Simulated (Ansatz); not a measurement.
Geometry optimisation, Ansatz, RKS B3LYP-D4/def2-SVP.

Input:

```yaml
crystal:
  periodic: [false, false, false]
  atoms:
    - { symbol: B, position_ang: [-0.040121, 0.627011, -0.552007] }
    - { symbol: H, position_ang: [-0.030674, -0.025459, 1.758557] }
    - { symbol: "N", position_ang: [1.224422, 0.031373, -0.729132] }
    - { symbol: H, position_ang: [1.357492, -0.877029, -1.153215] }
    - { symbol: H, position_ang: [2.079906, 0.51506, -0.496302] }
    - { symbol: "N", position_ang: [-1.281781, 0.01497, -0.811761] }
    - { symbol: H, position_ang: [-1.38344, -0.938797, -1.136997] }
    - { symbol: H, position_ang: [-2.152389, 0.512706, -0.674794] }
    - { symbol: Cl, position_ang: [-0.074201, 2.376727, 0.018567] }
    - { symbol: H, position_ang: [-0.085015, 0.664437, 1.946783] }
basis:
  gaussian: { orbitals: def2-SVP }
hamiltonian:
  xc: b3lyp
  dispersion: d4
relax:
  f_tol: 0.03
  max_steps: 50
```

Run as:

```bash
$ ansatz run input.yaml --threads 2 --pin off --max-ram 3072MiB --backend cpu --events-out ev --progress --plain --runs-dir out
```

Question: Where does it end, and by what steps?

Answer: The run converged. The force dipped under the threshold on the way, but the program's further checks kept it going. After 17 steps the energy has fallen by 0.221 eV; H2 moved furthest, 1.75 Å.

| step | energy less start (eV) | largest force component (eV/Å) | accepted |
| --- | --- | --- | --- |
| 0 | 0.0000 | 1.723 | yes |
| 1 | -0.1363 | 0.304 | yes |
| 2 | -0.1733 | 0.186 | yes |
| 3 | -0.1920 | 0.408 | yes |
| 4 | -0.2028 | 0.142 | yes |
| 5 | -0.2106 | 0.078 | yes |
| 6 | -0.2120 | 0.289 | yes |
| 7 | -0.2162 | 0.019 | yes |
| 8 | -0.1591 | 1.437 | no |
| 9 | -0.2172 | 0.116 | yes |
| 10 | -0.2178 | 0.087 | yes |
| 11 | -0.2190 | 0.081 | yes |
| 12 | -0.2196 | 0.104 | yes |
| 13 | -0.2200 | 0.085 | yes |
| 14 | -0.2207 | 0.045 | yes |
| 15 | -0.2210 | 0.039 | yes |
| 16 | -0.2212 | 0.038 | yes |
| 17 | -0.2213 | 0.023 | yes |

```xyz
10
Properties=species:S:1:pos:R:3
B -0.053 0.546 -0.804
H -0.014 0.369 3.460
N 1.213 0.005 -1.102
H 1.349 -0.840 -1.641
H 2.068 0.434 -0.774
N -1.283 -0.002 -1.218
H -1.364 -0.847 -1.767
H -2.166 0.423 -0.971
Cl -0.103 2.061 0.187
H -0.034 0.752 2.800
```

Whether the end is a true minimum wasn't checked by a vibrational analysis.

The run took 40 s on 2 threads of Arm Neoverse V1, on a shared host, peak memory 0.18 GiB.
